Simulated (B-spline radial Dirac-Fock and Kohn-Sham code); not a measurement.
## Photoemission from Pm at 4660 eV, detector at θ = 30°, φ = 0°

System: the free promethium atom, 1s2 2s2 2p6 3s2 3p6 3d10 4s2 4p6 4d10 4f5 5s2 5p6 6s2. Level of theory: Dirac-Hartree-Slater photoionisation with a Latter tail; cross sections with all multipoles, angular parameters from the dipole term and its interference with E2; a radial B-spline solver. Thresholds are tabulated edges, those marked * orbital energies of the model. For linearly polarised light dσ/dΩ = σ/(4π) [1 + β P₂(cos θ) + (δ + γ cos²θ) sin θ cos φ], with θ from the polarisation vector and φ the angle between the beam and the projection of the electron momentum on the plane normal to the polarisation. The dipole factor is 1 + βP₂ and the non-dipole term is the rest of the bracket. Open shells are filled statistically over j.

```
subshell  threshold (eV)  σ (kb)     β      γ       δ  dipole factor  non-dipole term  dσ/dΩ (kb/sr)
      3s          1650.0    10.0  1.98  -0.07  -0.001          2.237           -0.025           1.76
   3p1/2          1471.4    12.4  1.59   0.15   0.004          1.997           +0.059           2.02
   3p3/2          1357.0    22.9  1.66   0.19   0.013          2.038           +0.076           3.86
   3d3/2          1052.0    12.7  1.21   0.83   0.114          1.757           +0.368           2.15
   3d5/2          1027.0    17.6  1.15   0.84   0.121          1.720           +0.374           2.94
      4s           331.0    2.49  1.98  -0.12  -0.001          2.237           -0.046          0.434
   4p1/2           242.0    2.64  1.61   0.29   0.003          2.009           +0.111          0.446
   4p3/2           242.0    4.83  1.68   0.33   0.011          2.053           +0.129          0.839
   4d3/2           120.0    2.20  1.20   0.90   0.104          1.752           +0.391          0.375
   4d5/2           120.0    3.05  1.13   0.90   0.112          1.707           +0.394          0.509
   4f5/2           8.16*  0.0426  0.74   1.07   0.293          1.463           +0.546        0.00680
   4f7/2           7.61*  0.0535  0.73   1.06   0.298          1.454           +0.545        0.00850
      5s          45.66*   0.434  1.98  -0.12  -0.001          2.238           -0.047         0.0757
   5p1/2          28.35*   0.375  1.62   0.32   0.002          2.011           +0.120         0.0636
   5p3/2          24.82*   0.659  1.69   0.35   0.010          2.054           +0.138          0.115
      6s           4.83*  0.0351  1.98  -0.12  -0.001          2.238           -0.046        0.00612
```

Values without a named source are computed, but for edge energies of neutral atoms, which are taken from tables.
